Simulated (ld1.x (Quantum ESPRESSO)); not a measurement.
**selenium, TM: configuration errors across variants**

* Element: Se (Z = 34)
* Generator: ld1.x (Quantum ESPRESSO) 7.5
* Type: norm-conserving Troullier–Martins (Kleinman–Bylander form)
* Functional: PBEsol
* Relativity: non-relativistic
* Frozen core: [Ar]
* Valence charge: 16
* Reference configuration: 3d10 4s2 4p4
* Partial waves: 4s (bound): rc 1.40 bohr; 3d (bound): rc 0.80 bohr; 4p (bound): rc 1.30 bohr
* Local potential: the p channel
* Core correction: none

All-electron excitation energies from the reference (eV): (1) 3d10 4s2 4p3 10.878; (2) 3d10 4s2 4p2 31.246; (3) 3d10 4s2 4p1 62.111; (4) 3d10 4s2 4p3.5 4.327; (5) 3d9 4s2 4p5 53.076; (6) 3d10 4s0 4p6 20.713; (7) 3d9 4s2 4p4 65.517.

5 further variants failed, have other tests or another functional or relativity, and are left out.

A true bound ghost makes a file unfit for plane-wave use even where its test errors are small: the radial tests pick states by their node count and pass the ghost by. Where a test does run into it, the solver fails or the error is huge.

Errors AE − PS in meV (a dash: test not solved or not reliable):

```csv
change,(1),(2),(3),(4),(5),(6),(7),bound ghosts
base,+2.3,+9.9,+18,+0.5,-1064,+10,-987,none
core correction a·sin(br)/r model core inside 0.64 bohr,+2.7,+12,+23,+0.6,-1160,+4.1,-1083,none
wave 3d (bound): rc 0.80 bohr becomes 3d (bound): rc 1.18 bohr,+2.3,+10,+18,+0.5,-524,+11,-451,none
wave 4s (bound): rc 1.40 bohr becomes 4s (bound): rc 1.68 bohr,+2.3,+10,+19,+0.5,-1056,+7.3,-975,none
"all radii scaled by about 1.32 (s 1.84, p 1.72, d 1.06 bohr)",+0.9,+4.4,+10,+0.2,-978,-16,-883,none
"type ultrasoft; waves now 4s (bound): rcut 1.20, rcutus 1.40 bohr; 4s channel at -0.6 Ry: rcut 1.20, rcutus 1.40 bohr; 4p (bound): rcut 1.15, rcutus 1.30 bohr; 4p channel at 0.55 Ry: rcut 1.15, rcutus 1.30 bohr; 3d (bound): rcut 0.70, rcutus 0.80 bohr; 3d channel at -1.75 Ry: rcut 0.70, rcutus 0.80 bohr; local potential all-electron potential smoothed inside 0.60 bohr (lloc = -1); augmentation PSQ, radius 0.60 bohr",-0.4,-2.8,-7.3,-0.1,-313,+19,-322,"s, p"
wave 4s (bound): rc 1.40 bohr becomes 4s (bound): rc 2.04 bohr,+3.0,+16,+41,+0.6,-936,-33,-818,none
```

Question: Give the same row for: local potential the d channel.

Answer: +2.7, +15, +42, +0.5, –, +9.6, –; bound ghosts: s, p. Not counted: 3d9 4s2 4p5 (solver errors, printed error -355 eV); 3d9 4s2 4p4 (solver errors, printed error -9.5 eV).
